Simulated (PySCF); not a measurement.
All values below come from PySCF 2.14.0 with BP86-D3(BJ)/def2-TZVP // BP86-D3(BJ)/def2-SVP. Gas-phase values, no solvent. 

Reference species: [Zr(Cl)3] (neutral, multiplicity 2).

The coordination number is 3 and the highest occupied spin orbital comes out as -5.16 eV. The charge on the central atom (Mulliken) comes out as 0.98 e.

Changed species: [Ti(Cl)3] (M = Ti, multiplicity 2; the reference has M = Zr, multiplicity 2).

Q: What does the change do to the coordination number, highest occupied spin orbital and charge on the central atom (Mulliken)?

A: the coordination number stays essentially unchanged; the highest occupied spin orbital falls by 0.48 eV, to -5.64 eV; the charge on the central atom (Mulliken) drops by 0.07 e, to 0.91 e.
